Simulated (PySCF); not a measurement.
## Computed spin Hamiltonian

Species: C5H2F5O (doublet state).
Z-matrix (Å and degrees, GFN2-xTB geometry), rows numbered from 1:
```
O 
C   1  1.2099
C   2  1.4544  1  123.42
C   3  1.3957  2  121.29  1   179.85
F   4  1.3431  3  117.62  2     0.12
C   4  1.3774  3  128.76  2  -179.84
F   6  1.3126  4  122.10  3   179.93
F   6  1.3040  4  126.34  3    -0.01
C   3  1.5036  2  116.96  1    -0.10
F   9  1.3564  3  111.28  2   120.64
F   9  1.3564  3  111.27  2  -120.98
H   2  1.1003  1  121.84  3   180.00
H   9  1.1007  3  110.66  2    -0.17
```

The hyperfine couplings belong to this conformer and change with its torsions.

The species is `O=C[C](C(F)=C(F)F)C(F)F` [radical].

Computed, not measured: PySCF, UKS B3LYP, pcH-1 on C F H O, non-relativistic, mean-field spin-orbit, GIAO. Geometry: GFN2-xTB, one conformer, isolated molecule. A GFN2-xTB geometry isn't a minimum of the functional, and hyperfine couplings can be far from their values at a DFT geometry. The SCF solution wasn't tested for stability. ⟨S²⟩ is 0.774 where a pure state has 0.75.

| Item | Value |
| --- | --- |
| g1, g2, g3 | 2.00198, 2.00496, 2.00703 |
| g_iso | 2.00466 |
| Form of g | rhombic: the two nearest values differ by 41 % of g3 − g1 |
| ⟨S²⟩ | 0.7740 (exact 0.7500) |
| α and β electrons | 43, 42 |
| Total energy | -766.11512 Eh |
| Basis functions | 295 |

Hyperfine couplings atom by atom, in MHz; T1 to T3 are the principal values of the dipolar part; ρ(0) is the spin density at the nucleus:

```csv
atom,isotope,a_iso,T1,T2,T3,Mulliken spin population,ρ(0) (bohr⁻³)
O1,17O,-13.9,-63.4,31.6,31.8,0.20,0.0229
C2,13C,-25.4,-9.2,2.5,6.7,-0.08,-0.0226
C3,13C,44.4,-41.5,-40.3,81.8,0.52,0.0395
C4,13C,-46.7,-19.0,7.5,11.5,-0.15,-0.0416
F5,19F,-21.1,-45.4,15.1,30.2,-0.01,-0.0050
C6,13C,50.8,-48.0,-47.1,95.1,0.44,0.0452
F7,19F,84.3,-154.6,-132.1,286.7,0.04,0.0200
F8,19F,80.7,-147.8,-122.6,270.4,0.04,0.0192
C9,13C,-15.8,-1.0,0.3,0.6,-0.02,-0.0140
F10,19F,40.2,-29.7,-27.4,57.1,0.01,0.0096
F11,19F,39.7,-29.5,-27.2,56.7,0.01,0.0094
H12,1H,-0.8,-3.3,-1.6,4.9,0.00,-0.0002
H13,1H,-0.1,-3.1,-2.0,5.1,0.00,0.0000
```

The Mulliken spin populations are largest on C3 (+0.52), C6 (+0.44), O1 (+0.20) and C4 (-0.15). Three atoms exceed +0.15. The positive populations add up to 1.25 and the negative ones to -0.25, together 2S = 1. The angles at C3 add up to 360.0°, so it is planar.

The SMILES `O=C[C](C(F)=C(F)F)C(F)F` draws the unpaired electron on C3, whose computed spin population is only +0.52.

Axes: g2 points within 2° of the C6–F8 bond and g3 points within 12° of the O1–C2 bond.

Under fast tumbling the dipolar parts average out, and these isotropic splittings remain: 1 × 19F (F7, I = 1/2, 2 lines) with 3.00 mT, 1 × 19F (F8, I = 1/2, 2 lines) with 2.88 mT, 2 × 19F (F10/F11, I = 1/2, 3 lines) with 1.42 mT and 1 × 19F (F5, I = 1/2, 2 lines) with 0.75 mT.

Means are taken over nuclei equivalent by connectivity, which assumes that they swap fast.

The 17O coupling of O1 (-13.9 MHz) shows only in satellite lines or after enrichment, since that isotope makes up about 0.038 % of natural oxygen.

The 13C coupling of C6 (50.8 MHz) shows only in satellite lines or after enrichment, since that isotope makes up about 1.07 % of natural carbon.

The spin density at the nucleus, in bohr⁻³, is negative for C4 (-0.0416), C2 (-0.0226) and C9 (-0.0140), for instance. A restricted open-shell determinant has no negative spin density anywhere; here it arises because α and β orbitals differ (spin polarisation).
